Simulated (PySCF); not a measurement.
Nb(F)3(OH)2 (F₃H₂NbO₂), SMILES [OH][Nb]([F])([F])([OH])[F], multiplicity 1.

Coordinates come from a r2SCAN-D4/def2-SVP optimisation. The geometry has at least one imaginary mode, so it is a saddle point at that level. The spin state was assumed, not searched. The structure was generated by enumeration; whether it is a known compound was not checked. The def2 effective core potentials stand for the cores of Nb; spin–orbit coupling is left out. The values are those of a single conformer.

Calculation: TDA-LC-ωPBE/def2-SVPD run with PySCF.

Vertical excitations; the highest root listed may be one member of a degenerate set. Isolated molecule, no solvent. State labels are in the subgroup C2v.

```
state  symmetry  energy (eV)  λ (nm)      f                                                                main pairs
-----  --------  -----------  ------  -----  ------------------------------------------------------------------------
S1           A2         6.21     200  0.000                                        HOMO→LUMO 49 %, HOMO−1→LUMO+1 49 %
S2           B2         6.35     195  0.000                                 HOMO→LUMO+1, HOMO−1→LUMO (degenerate set)
S3           A2         6.35     195  0.000                                 HOMO−1→LUMO+1, HOMO→LUMO (degenerate set)
S4           B1         6.43     193  0.000                                      HOMO−2→LUMO+1 49 %, HOMO−3→LUMO 49 %
S5           A1         6.60     188  0.003                               HOMO−3→LUMO+1, HOMO−2→LUMO (degenerate set)
S6           B1         6.60     188  0.003                               HOMO−3→LUMO, HOMO−2→LUMO+1 (degenerate set)
S7           A2         7.60     163  0.000                                    HOMO−3→LUMO+2 49 %, HOMO−2→LUMO+3 49 %
S8           A1         7.61     163  0.000  HOMO→LUMO+3 42 %, HOMO−1→LUMO+2 42 %, HOMO−2→LUMO 8 %, HOMO−3→LUMO+1 8 %
S9           B1         7.66     162  0.000                                      HOMO→LUMO+2 49 %, HOMO−1→LUMO+3 49 %
S10          B2         7.68     161  0.000                                    HOMO−2→LUMO+2 52 %, HOMO−3→LUMO+3 47 %
T1           B2         5.78     215      0                                        HOMO−1→LUMO 48 %, HOMO→LUMO+1 48 %
T2           A1         5.88     211      0                                      HOMO−2→LUMO 48 %, HOMO−3→LUMO+1 48 %
T3           B2         5.96     208      0                                 HOMO→LUMO+1, HOMO−1→LUMO (degenerate set)
T4           A2         5.96     208      0                                 HOMO→LUMO, HOMO−1→LUMO+1 (degenerate set)
```
Triplets are in the Tamm–Dancoff approximation.
